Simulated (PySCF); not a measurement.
Molecule: SMILES O=CNC1=C[C@@H]2C=C[C@H]12, C7H7NO.

Cartesian coordinates in Å; atom numbers follow the order of the lines, from 1:
```xyz
16

O     1.576   -2.137   -0.725
C     2.249   -1.388   -0.069
N     1.866   -0.170    0.397
C     0.621    0.392    0.182
C     0.046    1.555    0.501
C    -1.286    1.168   -0.101
C    -2.161    0.341    0.819
C    -1.578   -0.811    0.506
C    -0.609   -0.185   -0.474
H     3.288   -1.621    0.234
H     2.525    0.386    0.923
H     0.354    2.430    1.040
H    -1.751    1.830   -0.822
H    -2.938    0.639    1.497
H    -1.680   -1.831    0.823
H    -0.530   -0.590   -1.474
```

Frames of a GFN2-xTB Langevin trajectory at 400 K; GIAO PBE0/pcSseg-1 shieldings in PySCF, gas phase, non-relativistic; equivalent atoms averaged within each frame.

Shifts are taken against calculated references (same method and geometry level): H2O for ¹⁷O (336.08 ppm); ¹³C (186.93 ppm) and ¹H (31.72 ppm) vs TMS; NH3 for ¹⁵N (267.73 ppm). The references are static minima.

How do the shifts (ppm) fluctuate along the trajectory?

Results:


```tsv
time (fs)	O1	C7	C2	C8	C4	C5	C9	C6	N3	H10
optimised geometry	438.6	154.1	158.2	155.3	156.9	117.8	55.8	48.6	165.4	8.19
250	509.6	169.6	167.9	164.3	159.0	122.8	61.7	42.9	170.1	8.16
425	427.7	153.2	153.8	154.0	154.1	114.9	49.5	44.1	168.4	8.99
625	520.4	159.8	174.3	156.2	148.7	113.5	59.2	52.9	173.3	8.76
800	466.5	150.2	167.2	156.4	163.2	128.4	71.6	51.8	162.1	9.33
1000	426.0	156.8	151.1	151.1	153.9	111.1	51.1	51.7	155.8	8.71
mean of frames	470.0	157.9	162.9	156.4	155.8	118.1	58.6	48.7	165.9	8.79
standard deviation	44.3	7.5	9.9	4.9	5.5	7.2	8.9	4.8	7.0	0.43
```

5 frames give an uncertainty of the mean of about the standard deviation over 2.2 at best, since frames this close in time may not be independent; classical motion lacks zero-point vibration, and the reference would need the same averaging.
